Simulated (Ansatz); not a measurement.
Job for Ansatz (an electronic-structure program): U-PBE/cc-pV(T+d)Z on FHOSi (SMILES O[Si]F), a point of a bond scan (R = 1.791 Å). Files ending in .json are basis or fitting sets from the Basis Set Exchange.

Ansatz 0.2 input:
```yaml
crystal:
  periodic: [false, false, false]
  atoms:
    - {symbol: Si, position_ang: [0.00937425, 0.00603277, 0.61022733]}
    - {symbol: F, position_ang: [-0.80958068, 1.12758584, -0.52016167]}
    - {symbol: O, position_ang: [0.73079075, -1.04612827, -0.42560613]}
    - {symbol: H, position_ang: [0.63860656, -0.94607081, -1.38174233]}
basis:
  gaussian:
    orbitals: cc-pV_T+d_Z.json
hamiltonian:
  xc: {name: PBE}
magnetization: {spin_polarized: true, initial_magnetization: 0}
```

The head of its log:

```
WARN ansatz: RAYON_NUM_THREADS=1 ignored (pool sized by the plan → 1); use --threads N
Functional definition: PBE
integrals: 0.03 GiB planned
671 factors; their error is unknown
mean field: 0.33 GiB planned
mean field evaluation 1: about -12645.7302 eV, gradient 5.0e1 eV
mean field evaluation 2: about -12587.6218 eV, gradient 1.2e2 eV
```

Q: Predict the final total energy.

A: -464.9991 hartree.
